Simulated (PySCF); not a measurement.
Isomers of C7H8F2O, mass 146.054 u with the commonest isotopes. Computed with PBE0/pcSseg-1 in PySCF (dipole) on a GFN2-xTB geometry, gas phase. One conformer each, none proved a minimum here; rigid rotors.

Question: Order these by rotational constant B, smallest first.
A. `[F:1][CH:2]([F:3])[O:4][C@@:5]12[CH2:6][CH:7]=[CH:8][C@@H:9]1[CH2:10]2` with F1–C2–O4–C5 -84°, C2–O4–C5–C6 80°
B. `[CH2:1]=[CH:2][C@@:3]1([C:4](=[O:5])[F:6])[CH2:7][CH2:8][C@@H:9]1[F:10]` with C1–C2–C3–C4 87°, C2–C3–C4–O5 122°, C2–C3–C7–C8 132°, C3–C7–C8–C9 -12°, C7–C8–C9–F10 131°, C2–C3–C9–C8 -132°
C. `[F:1][CH:2]([F:3])[O:4][CH2:5][C:6]1=[CH:7][CH:8]=[CH:9][CH2:10]1` with F1–C2–O4–C5 -59°, C2–O4–C5–C6 180°, O4–C5–C6–C7 0°
D. `[CH3:1][C:2]1=[CH:3][CH:4]=[CH:5][C@H:6]1[O:7][CH:8]([F:9])[F:10]` with C5–C6–O7–C8 -74°, C6–O7–C8–F9 -162°

Answer: C (579.1 MHz), A (849.0 MHz), D (897.8 MHz), B (1346 MHz).

Question: Order these by rotational constant A, smallest first.
A. `[F:1][CH:2]([F:3])[O:4][C@@:5]12[CH2:6][CH:7]=[CH:8][C@@H:9]1[CH2:10]2` with F1–C2–O4–C5 -84°, C2–O4–C5–C6 80°
B. `[F:1][CH:2]([F:3])[O:4][CH2:5][C:6]1=[CH:7][CH:8]=[CH:9][CH2:10]1` with F1–C2–O4–C5 -59°, C2–O4–C5–C6 180°, O4–C5–C6–C7 0°
C. `[CH3:1][C:2]1=[CH:3][CH:4]=[CH:5][C@H:6]1[O:7][CH:8]([F:9])[F:10]` with C5–C6–O7–C8 -74°, C6–O7–C8–F9 -162°
D. `[CH2:1]=[CH:2][C@@:3]1([C:4](=[O:5])[F:6])[CH2:7][CH2:8][C@@H:9]1[F:10]` with C1–C2–C3–C4 87°, C2–C3–C4–O5 122°, C2–C3–C7–C8 132°, C3–C7–C8–C9 -12°, C7–C8–C9–F10 131°, C2–C3–C9–C8 -132°

Answer: D (1517 MHz), C (2420 MHz), A (3213 MHz), B (4053 MHz).

Question: Order these by dipole moment, largest first.
A. `[F:1][CH:2]([F:3])[O:4][CH2:5][C:6]1=[CH:7][CH:8]=[CH:9][CH2:10]1` with F1–C2–O4–C5 -59°, C2–O4–C5–C6 180°, O4–C5–C6–C7 0°
B. `[CH2:1]=[CH:2][C@@:3]1([C:4](=[O:5])[F:6])[CH2:7][CH2:8][C@@H:9]1[F:10]` with C1–C2–C3–C4 87°, C2–C3–C4–O5 122°, C2–C3–C7–C8 132°, C3–C7–C8–C9 -12°, C7–C8–C9–F10 131°, C2–C3–C9–C8 -132°
C. `[F:1][CH:2]([F:3])[O:4][C@@:5]12[CH2:6][CH:7]=[CH:8][C@@H:9]1[CH2:10]2` with F1–C2–O4–C5 -84°, C2–O4–C5–C6 80°

Answer: B (3.92 D), C (3.07 D), A (1.29 D).

| SMILES | point group | Ia (u·Å²) | Ib (u·Å²) | Ic (u·Å²) | κ | μa (D) | μb (D) | μc (D) |
| --- | --- | --- | --- | --- | --- | --- | --- | --- |
| FC(F)O[C@@]12CC=C[C@@H]1C2 | C1 | 157.28 | 595.29 | 683.43 | -0.91 | 2.52 | 0.52 | 1.68 |
| FC(F)OCC1=CC=CC1 | Cs | 124.68 | 872.72 | 903.44 | -0.99 | 1.25 | 0.31 | 0.00 |
| C=C[C@@]1(C(=O)F)CC[C@@H]1F | C1 | 333.24 | 375.58 | 429.68 | 0.00 | 1.41 | 3.28 | 1.62 |
| CC1=CC=C[C@H]1OC(F)F | C1 | 208.83 | 562.88 | 742.88 | -0.75 | 2.33 | 0.18 | 2.00 |
